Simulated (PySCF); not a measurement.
## How methods differ on the excitation energy of Hg

Hg [Xe] 4f14 5d10 6s2 (1S) → Hg [Xe] 4f14 5d10 6s1 6d1 (3D), as a difference of total energies. All numbers are calculated (PySCF 2.14, scalar relativity by spin-free X2C-1e, in x2c-TZVPPall with one added diffuse shell each of s, p, d, f type (12s8p8d4f1g, 113 functions)). Correlated levels: valence and next inner shell: [Kr] 4d10 4f14 frozen. The calculations carry no spin-orbit coupling.

```tsv
method	excitation energy (cm⁻¹)
UHF	58897
MP2 (valence and next inner shell)	74226
SCS-MP2 (valence and next inner shell)	73557
CCSD (valence and next inner shell)	71351
CCSD(T) (valence and next inner shell)	72517
```

A first-order spin-orbit estimate (lowest level to lowest level, LS coupling) adds -0.008 eV.

The promoted electron is Rydberg-like, and one or two diffuse shells describe it only roughly, which tends to raise the upper state.
